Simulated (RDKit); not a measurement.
RDKit input (UFF):

```python
from rdkit import Chem
from rdkit.Chem import AllChem, rdDetermineBonds

mol = Chem.MolFromXYZFile('mol.xyz')
rdDetermineBonds.DetermineBonds(mol, charge=-1)
print('SMILES', Chem.MolToSmiles(Chem.RemoveHs(mol)))
ff = AllChem.UFFGetMoleculeForceField(mol)
e0 = ff.CalcEnergy()
flag = ff.Minimize(maxIts=5000, forceTol=1e-5)
print(f'energy {e0:.4f} -> {ff.CalcEnergy():.4f} kcal/mol, converged: {flag == 0}')
print(Chem.MolToXYZBlock(mol))
```
mol.xyz:
```
14

C      2.05514500    -0.09376700     0.10397300
N      0.79336600    -0.73216900    -0.09965000
B     -0.40715000    -0.08224400    -0.04084800
C     -1.77771200    -0.91476700    -0.28996100
C     -0.65717100     1.50020800     0.26205000
H      2.61823000    -0.54851200     0.94133100
H      2.72069800    -0.20409200    -0.77346300
H      2.03090900     0.99777000     0.32176200
H     -2.35486200    -0.52118900    -1.14073700
H     -1.56196600    -1.96908600    -0.48883100
H     -2.45736400    -0.86572100     0.57461700
H     -1.19456300     1.98107900    -0.56805600
H     -1.29697700     1.63683900     1.14583900
H      0.25651600     2.07927900     0.43295600
```

Output:

```
SMILES CN=[B-](C)C
energy 14.4530 -> 2.9237 kcal/mol, converged: True
14

C      1.882247    0.034830    0.780455
N      0.718870   -0.697971    0.338170
B     -0.438952   -0.101230   -0.106057
C     -1.656162   -1.015285   -0.568358
C     -0.592419    1.488303   -0.169556
H      2.669817   -0.685174    1.083585
H      2.279045    0.665095   -0.044346
H      1.629221    0.670292    1.656324
H     -1.897193   -0.800763   -1.630015
H     -1.394111   -2.089067   -0.464948
H     -2.543291   -0.795596    0.060903
H     -1.597372    1.759764   -0.554377
H     -0.469748    1.917802    0.846105
H      0.177148    1.912627   -0.846903
```

The dipole moment of an ion depends on the origin.

The geometry given is a B3LYP-D3(BJ)/def2-TZVP minimum.
